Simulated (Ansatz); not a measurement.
Geometry optimisation, RKS PBE-D4/def2-SVP in Ansatz.

Input file:

```yaml
crystal:
  periodic: [false, false, false]
  atoms:
    - { symbol: C, position_ang: [-1.3064, 0.2424, -0.596] }
    - { symbol: "N", position_ang: [-0.63, -0.8441, -0.0373] }
    - { symbol: Al, position_ang: [0.8263, -0.2187, 1.0015] }
    - { symbol: O, position_ang: [2.2306, 0.8317, 0.2387] }
    - { symbol: H, position_ang: [-2.198, -0.1011, -1.2364] }
    - { symbol: H, position_ang: [-1.7763, 0.9397, 0.1987] }
    - { symbol: H, position_ang: [-0.6675, 0.8987, -1.2602] }
    - { symbol: H, position_ang: [-0.1879, -1.3795, -0.8337] }
    - { symbol: H, position_ang: [0.9669, -0.5942, 2.602] }
    - { symbol: H, position_ang: [-0.04638, 0.21528, -0.19085] }
basis:
  gaussian: { orbitals: def2-SVP }
hamiltonian:
  xc: pbe
  dispersion: d4
relax:
  f_tol: 0.02
  max_steps: 50
```

Command:

```bash
$ ansatz run input.yaml --threads 2 --pin off --max-ram 3072MiB --backend cpu --events-out ev --progress --plain --runs-dir out
```

Question: Where does it end, and by what steps?

Answer: It converged. After 18 steps the energy has fallen by 5.137 eV; H5 moved furthest, 1.33 Å. Parted: C1–H10, Al3–H10.

```
step  energy less start (eV)  largest force component (eV/Å)  accepted
   0                  0.0000                           7.141       yes
   1                 -2.3264                           3.785       yes
   2                 -3.7006                           1.765       yes
   3                 -4.2987                           1.436       yes
   4                 -4.7405                           1.328       yes
   5                 -4.8179                           1.793       yes
   6                 -4.9481                           0.483       yes
   7                 -4.9897                           0.316       yes
   8                 -5.0230                           0.517       yes
   9                 -5.0431                           0.431       yes
  10                 -5.0727                           0.583       yes
  11                 -5.1062                           0.659       yes
  12                 -5.1012                           0.407        no
  13                 -5.1273                           0.201       yes
  14                 -5.1324                           0.183       yes
  15                 -5.1346                           0.110       yes
  16                 -5.1360                           0.063       yes
  17                 -5.1368                           0.035       yes
  18                 -5.1370                           0.010       yes
```

```xyz
10
Properties=species:S:1:pos:R:3
C -1.409 0.331 -0.554
N -0.059 -0.272 -0.497
Al 0.985 -0.230 1.291
O 2.360 0.581 0.914
H -2.102 -0.258 0.077
H -1.361 1.358 -0.142
H -1.812 0.381 -1.586
H -0.058 -1.207 -0.932
H 0.027 -0.985 2.332
H 0.639 0.290 -1.017
```

The run took 22 s on 2 threads of AMD EPYC 7R13 Processor (Zen 3) (shared host), peak memory 0.17 GiB.
